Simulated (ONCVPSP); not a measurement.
Mg (Z = 12), ONCV: configuration errors across variants

ONCVPSP 4.0.1 input, shortened (lines: element, Z, core and valence counts, functional; n l f; lmax; l rc ep ncon nbas qcut; lloc lpopt rc5 dvloc0; l nproj debl; icmod fcfact rcfact), PBE, scalar-relativistic:

```
  Mg 12.00    3    2        4      upf
    1    0    2.00
    2    0    2.00
    2    1    6.00
    3    0    1.75
    3    1    0.25
    2
    0    2.10    0.00    3    7    3.70
    1    3.65    0.00    3    7    2.40
    2    3.05    0.14    5    8    3.60
    4    5    1.70    1.00
    0    2    1.80
    1    2    2.40
    2    2    1.80
    1    0.65    0.00
```

All-electron excitation energies from the reference (eV): (1) 3s2 3p0 -0.851; (2) 3s1 3p0 7.109; (3) 3s1.5 3p0 2.293; (4) 3s0 3p2 6.332.

2 further variants failed, have other tests or another functional or relativity, and are left out.

Errors AE − PS in meV (a dash: test not solved or not reliable):

```csv
change,(1),(2),(3),(4),bound ghosts,GHOST(+) flags above zero
base,+0.2,+1.2,-0.1,+11,none,none
"s: ncon 5, nbas 9",+0.2,+1.2,-0.1,+10,none,none
s: qcut 3.1; p: qcut 2; d: qcut 3.1,0.0,+1.6,+0.1,-9.6,none,p
p: qcut 3.1,+0.1,+1.4,0.0,+9.0,none,none
```

(1) Give the same row for: p: rc 5.1.

Answers

(1) +0.1, +1.4, 0.0, -7.4; bound ghosts: none; GHOST(+) flags above zero: p.
